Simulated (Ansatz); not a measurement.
Ge₄S₄Cl₈⁺, that is cyclo-(Cl2GeS)4 with one electron fewer. Charge 1, multiplicity 2. Geometry PBE-D4/def2-SVP; atoms count from 1.

```xyz
16

Ge   -2.3824   -0.8010   -0.4652
Cl   -4.2816   -0.5934   -1.4037
Cl   -2.4934   -0.4873    1.6490
S    -1.5094   -2.7698   -1.0593
Ge    0.5403   -2.4860   -0.2175
Cl    1.7762   -4.0844   -0.8872
Cl    0.5940   -2.2672    1.9109
S     1.3966   -0.5994   -1.2604
Ge    2.3367    0.7077    0.4112
Cl    3.6600   -0.4922    1.5735
Cl    3.3954    2.1554   -0.7469
S     0.7415    1.5355    1.7400
Ge   -0.5904    2.3978    0.1661
Cl   -2.4193    3.0224    1.0645
Cl    0.2837    3.9506   -1.0100
S    -1.0475    0.8110   -1.4651
```

Single mean-field runs in def2-TZVP are fitted with def2-universal-jkfit.

Problem. Estimate the Mulliken populations from the PBE0/def2-TZVP orbitals of Ansatz.

Solution. 
| atom | charge (e) | spin (α − β) |
| --- | --- | --- |
| Ge1 | 0.69 | -0.01 |
| Cl2 | -0.14 | 0.01 |
| Cl3 | -0.15 | 0.00 |
| S4 | -0.17 | 0.00 |
| Ge5 | 0.69 | -0.01 |
| Cl6 | -0.14 | 0.01 |
| Cl7 | -0.15 | 0.00 |
| S8 | -0.10 | 0.50 |
| Ge9 | 0.67 | 0.00 |
| Cl10 | -0.14 | 0.01 |
| Cl11 | -0.15 | 0.00 |
| S12 | -0.17 | 0.00 |
| Ge13 | 0.67 | 0.00 |
| Cl14 | -0.14 | 0.01 |
| Cl15 | -0.15 | 0.00 |
| S16 | -0.10 | 0.50 |
Mulliken values and Mayer orders depend strongly on the basis.

Problem. Where does the spin sit?

Solution. Summed by element: Ge -0.02, Cl 0.03, S 0.99, of 1 unpaired in all. Largest on single atoms: S16 0.50, S8 0.50, Cl6 0.01.

Problem. And the Mayer bond orders between bonded heavy atoms (over 0.3)?

Solution. Ge1–Cl2 1.15 (2.13 Å); Ge1–Cl3 1.11 (2.14 Å); Ge1–S4 1.02 (2.23 Å); Ge1–S16 0.82 (2.32 Å); S4–Ge5 1.02 (2.23 Å); Ge5–Cl6 1.15 (2.13 Å); Ge5–Cl7 1.11 (2.14 Å); Ge5–S8 0.82 (2.32 Å); S8–Ge9 0.81 (2.32 Å); Ge9–Cl10 1.14 (2.13 Å); Ge9–Cl11 1.14 (2.13 Å); Ge9–S12 1.02 (2.24 Å); S12–Ge13 1.02 (2.23 Å); Ge13–Cl14 1.14 (2.13 Å); Ge13–Cl15 1.14 (2.14 Å); Ge13–S16 0.81 (2.32 Å). Values over 0.3 also appear between atoms too far apart for a bond (S8–S16 0.44 at 2.83 Å); they arise where an orbital or an unpaired electron spreads over both atoms.
